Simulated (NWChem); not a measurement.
System: BHCl, doublet; SMILES [BH]Cl

Input file for NWChem:

```
start job
memory heap 200 mb stack 900 mb global 1100 mb
geometry units angstroms noautosym nocenter noautoz
  B      0.132808     1.202989     0.000000
  Cl     0.022959    -0.512221     0.000000
  H     -0.831785     1.928546     0.000000
end
basis spherical
  B library def2-tzvp
  Cl library def2-tzvp
  H library def2-tzvp
end
dft
  odft
  mult 2
  xc pbe0
  iterations 150
end
property
  hyperfine
end
task dft property
```

Parts of the log:

```
             Northwest Computational Chemistry Package (NWChem) 7.3.0
             --------------------------------------------------------

                             Geometry "geometry" -> ""
                             -------------------------

 Output coordinates in angstroms (scale by  1.889725989 to convert to a.u.)

  No.       Tag          Charge          X              Y              Z
 ---- ---------------- ---------- -------------- -------------- --------------
    1 B                    5.0000     0.13280800     1.20298900     0.00000000
    2 Cl                  17.0000     0.02295900    -0.51222100     0.00000000
    3 H                    1.0000    -0.83178500     1.92854600     0.00000000

 Effective nuclear repulsion energy (a.u.)      31.8413141137

                              NWChem Property Module
                              ----------------------

  itol2e modified to match energy
  convergence criterion.

                                 NWChem DFT Module
                                 -----------------

 Summary of "ao basis" -> "ao basis" (spherical)
 ------------------------------------------------------------------------------
       Tag                 Description            Shells   Functions and Types
 ---------------- ------------------------------  ------  ---------------------
 B                         def2-tzvp                11       31   5s3p2d1f
 Cl                        def2-tzvp                13       37   5s5p2d1f
 H                         def2-tzvp                 4        6   3s1p

  itol2e modified to match energy
  convergence criterion.

            General Information
            -------------------
          SCF calculation type: DFT
          Wavefunction type:  spin polarized.
          No. of atoms     :     3
          No. of electrons :    23
           Alpha electrons :    12
            Beta electrons :    11
          Charge           :     0
          Spin multiplicity:     2
          Use of symmetry is: off; symmetry adaption is: off
          Maximum number of iterations: 150
          AO basis - number of functions:    74
                     number of shells:    28
          Convergence on energy requested:  1.00D-07
          Convergence on density requested:  1.00D-05
          Convergence on gradient requested:  5.00D-04

[...]

          ----------------------
          Hyperfine Interactions
          ----------------------

 Total Spin Density (Fermi Contact Term)
 ------------------ --------------------
     Atom            x         y         z       Density (a.u.)      Aiso(MHz)     Aiso(Gauss)
     1  11-B      0.25097   2.27332   0.00000       0.345904        496.152360     177.039201
     2  35-Cl     0.04339  -0.96796   0.00000       0.064651         28.346904      10.114863
     3   1-H     -1.57185   3.64442   0.00000       0.024528        109.638259      39.121591

           -------------------------------------------
           Anisotropic Interaction (Spin-Dipolar Term)
           -------------------------------------------

 ------------------------------------------------------------
     Atom            x         y         z
 ------------------------------------------------------------
     1  11-B      0.25097   2.27332   0.00000

   Spin-Dipolar term (a.u.)
        xx             yy             zz             xy             xz             yz
 ------------------------------------------------------------------------------------------
       0.364468      -0.156315      -0.208153       0.195706       0.000000       0.000000

   Principal Comp. of -hf- tensor (au)            Anisotropic -hfcc- (MHz)               Anisotropic -hfcc- (Gauss)
 --------------------------------------------------------------------------------------------------------------------------
      0.429813    -0.221660    -0.208153      73.590399   -37.951503   -35.638895      26.258840   -13.542017   -12.716823

   Orientation of the principal axis of Hyperfine Tensor w.r.t absolute (molecular) frame
 --------------------------------------------------------------------------------------------------------------------------
      0.948523    -0.316709    -0.000000
      0.316709     0.948523     0.000000
      0.000000    -0.000000     1.000000

 ------------------------------------------------------------
     Atom            x         y         z
 ------------------------------------------------------------
     2  35-Cl     0.04339  -0.96796   0.00000

   Spin-Dipolar term (a.u.)
        xx             yy             zz             xy             xz             yz
 ------------------------------------------------------------------------------------------
       0.574662      -0.126032      -0.448630       0.475803       0.000000       0.000000

   Principal Comp. of -hf- tensor (au)            Anisotropic -hfcc- (MHz)               Anisotropic -hfcc- (Gauss)
 --------------------------------------------------------------------------------------------------------------------------
      0.815188    -0.366559    -0.448630      42.665011   -19.184805   -23.480206      15.223911    -6.845604    -8.378307

   Orientation of the principal axis of Hyperfine Tensor w.r.t absolute (molecular) frame
 --------------------------------------------------------------------------------------------------------------------------
      0.892449    -0.451148    -0.000000
      0.451148     0.892449    -0.000000
      0.000000    -0.000000     1.000000

 ------------------------------------------------------------
     Atom            x         y         z
 ------------------------------------------------------------
     3   1-H     -1.57185   3.64442   0.00000

[...]
```

Level: PBE0/def2-TZVP, spin-unrestricted, contact and dipolar terms. In the optimisation the excess spin sits in a' (Cs, its own frame). Geometry: optimised at PBE0/def2-SVP, spin-unrestricted. No stability test was run on the SCF state.
